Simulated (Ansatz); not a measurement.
`BC(F)[SiH3]` + HBr → `BBr` + `FC[SiH3]` at 400 K and 1 bar (ligand exchange at a B–C bond).

Gas-phase electronic energies from Ansatz, PBE0-D4/def2-TZVP geometries. CBS: MP2 limit from def2 TZ/QZ plus the TZ coupled-cluster correction, frozen cores. For Br outer-core shells are correlated without core-valence functions, which leaves a few kJ/mol of doubt a bond. Scalar relativity is left out up to krypton.

| species | CCSD(T)/CBS energy (Eh) | H − E (kJ/mol) | S (J/(mol·K)) |
| --- | --- | --- | --- |
| `BC(F)[SiH3]` | -455.28386 | 199.6 | 354.9 |
| HBr | -2573.91920 | 27.6 | 207.2 |
| `BBr` | -2599.32470 | 69.2 | 259.0 |
| `FC[SiH3]` | -429.90570 | 165.5 | 311.5 |

H − E and S are ideal-gas, rigid-rotor, harmonic terms from PBE0-D4/def2-TZVP, for one conformer and one mirror image of each species. 1 Eh = 2625.50 kJ/mol, R = 8.31446 J/(mol·K).

Problem. By hand: ΔE, ΔH, ΔS and ΔG.

Solution. ΔE = (-2599.32470) + (-429.90570) − (-455.28386) − (-2573.91920) = -0.02734 Eh = -71.8 kJ/mol. Δ(H − E) = 69.2 + 165.5 − 199.6 − 27.6 = 7.5, so ΔH = -64.3 kJ/mol. ΔS = 259.0 + 311.5 − 354.9 − 207.2 = 8.4 J/(mol·K). ΔG = -64.3 − 400 × (8.4)/1000 = -67.7 kJ/mol.

Problem. By hand: the equilibrium constant, and the temperature at which ΔG would vanish if ΔH and ΔS stayed fixed.

Solution. log₁₀ K = −ΔG/(RT ln 10) = 8.8. ΔH and −TΔS have one sign here, so there is no such temperature.

The number of gas molecules stays the same, so ΔS is small and ΔH decides. A doubt of 5 kJ/mol in ΔE shifts log₁₀ K by 0.7 here. Other conformers and mirror images would add mixing entropy, several J/(mol·K) or more a flexible species. These are equilibria of isolated gas molecules and say nothing of rates. Largest T1 diagnostic: 0.013 (customary marks: 0.02 for closed shells, 0.045 for open ones).

ΔS is within the doubt of such terms, so its sign, and with it that verdict, could turn.
